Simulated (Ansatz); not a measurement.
ReAu₄⁻, relaxed as a singlet with RKS PBE0-D4/def2-SVPD in Ansatz, starting from packed atoms. Force threshold 0.02 eV/Å.

In the def2 sets Au, Re take a core potential; there is no spin–orbit coupling. The restricted singlet is unstable towards broken spin symmetry at other levels; at PBE0-D4/def2-SVPD this wasn't settled. Another isomer (singlet) lies 1.36 eV lower at PBE0-D4/def2-TZVPD; other spin states weren't run for this one.

Start:

```xyz
5

Re   -2.250   -1.594   -1.336
Au   -1.874    0.569    0.563
Au    0.471   -0.514   -0.660
Au    2.989    0.238    0.244
Au    0.664    1.302    1.188
```

```json
{"step": "1", "energy (eV)": "-16903.1057", "largest force component (eV/Å)": "1.786", "SCF passes": "99"}
{"step": "2", "energy (eV)": "-16903.7492", "largest force component (eV/Å)": "1.458", "SCF passes": "60"}
{"step": "3", "energy (eV)": "-16904.0387", "largest force component (eV/Å)": "0.805", "SCF passes": "59"}
{"step": "4", "energy (eV)": "-16904.1303", "largest force component (eV/Å)": "0.167", "SCF passes": "56"}
{"step": "5", "energy (eV)": "-16904.1372", "largest force component (eV/Å)": "0.071", "SCF passes": "53"}
{"step": "6", "energy (eV)": "-16904.1389", "largest force component (eV/Å)": "0.043", "SCF passes": "54"}
{"step": "7", "energy (eV)": "-16904.1391", "largest force component (eV/Å)": "0.026", "SCF passes": "56"}
{"step": "8", "energy (eV)": "-16904.1392", "largest force component (eV/Å)": "0.002", "SCF passes": "57"}
```

Force components are those of the run's own axes.

End:

```xyz
5

Re   -1.892   -1.283   -1.161
Au   -2.011    0.576    0.586
Au    0.526   -0.765   -0.731
Au    2.873    0.206    0.128
Au    0.504    1.266    1.177
```

By distances, no bond broke or formed. The bond that changes most is Re1–Au3, from 3.01 to 2.51 Å (atoms count from 1).

No frequencies were taken in this run, so the end may be a saddle point.

It took 60 s on 4 threads of Arm Neoverse V1 on a shared host, peak host memory 0.6 GiB.
